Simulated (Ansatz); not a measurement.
Reaction (formal exchange of groups at a C–In bond): `N#[C][In]([F])[F]` + `C[SiH](O)Cl` → `C[Si](O)(Cl)C#N` + `[F][InH][F]`

Program: Ansatz. Geometries: PBE0-D4/def2-TZVP. ΔE: electronic, gas phase. CBS: MP2 limit from def2 TZ/QZ plus the TZ coupled-cluster correction, frozen cores. DFT in def2-TZVPP. Elements past krypton have def2 core potentials. For In outer-core shells are correlated without core-valence functions, which leaves a few kJ/mol of doubt a bond. One conformer a species, not always the lowest.

```
        level  ΔE (kcal/mol)
       PBE-D4          -11.4
      PBE0-D4          -10.9
          PBE          -10.7
MP2/CBS(def2)           -9.5
```

Question: What does CCSD(T)/CBS give? (An estimate is asked.)

Answer: The calculation gave: -9.0 kcal/mol. The listed levels differ from it by -2.4, -1.9, -1.7, -0.5 kcal/mol.

Largest T1 diagnostic among the species: 0.017.

In def2-TZVPP, CCSD(T) changes the Hartree–Fock value by −1.0 kcal/mol (the triples alone add −0.0 kcal/mol) and MP2 by −1.5 kcal/mol. The D4 term adds −1.1 kcal/mol with B3LYP and −0.6 kcal/mol with PBE0; it sums over pairs of atoms, weighted by their polarisabilities, and B3LYP, whose exchange is more repulsive, gets the larger term.

B3LYP here is the variant with VWN-RPA as its local correlation; programs differ in this.
